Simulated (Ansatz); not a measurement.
`CCSS[SiH3]` + `[AlH2][SH]` → `[AlH2][S][SiH3]` + `CCSS`  (ligand exchange at the Si–S bond)

Calculated with Ansatz (gas phase, PBE0-D4/def2-TZVP geometries, no zero-point term in ΔE). CCSD(T)/CBS is the MP2 limit (def2-TZVPP, def2-QZVPP) plus CCSD(T) − MP2 in def2-TZVPP, frozen cores. This one scheme is used for every species. Functionals use def2-TZVPP. Each species was taken in one conformer, which may not be the lowest.

| level | ΔE (kcal/mol) |
| --- | --- |
| revPBE-D4 | 0.2 |
| BHLYP-D4 | -0.7 |
| ωB97M-V | -0.6 |
| B2PLYP | -0.6 |
| PBE-QIDH | -0.9 |
| revPBE | -0.9 |
| HF/def2-SVP | -1.2 |
| CCSD/def2-SVP | 0.1 |

Question: What does CCSD(T)/CBS give? (Estimate.)

Answer: Computed: -0.4 kcal/mol. The listed levels differ from it by 0.6, -0.3, -0.2, -0.2, -0.5, -0.5, -0.8, 0.5 kcal/mol.

Largest T1 diagnostic among the species: 0.011.

In def2-TZVPP, CCSD(T) changes the Hartree–Fock value by +1.5 kcal/mol (the triples alone add +0.3 kcal/mol) and MP2 by +1.6 kcal/mol. Leaving LDA and LC-ωPBE aside and taking each functional with its dispersion term where it has one, the values, not all of them listed here, spread over 1.3 kcal/mol, from r2SCAN0-D4 to BLYP-D4. The D4 term adds +0.8 kcal/mol with B3LYP and +0.5 kcal/mol with PBE0; it sums over pairs of atoms, weighted by their polarisabilities, and B3LYP, whose exchange is more repulsive, gets the larger term.

B3LYP here is the variant with VWN-RPA as its local correlation; programs differ in this.
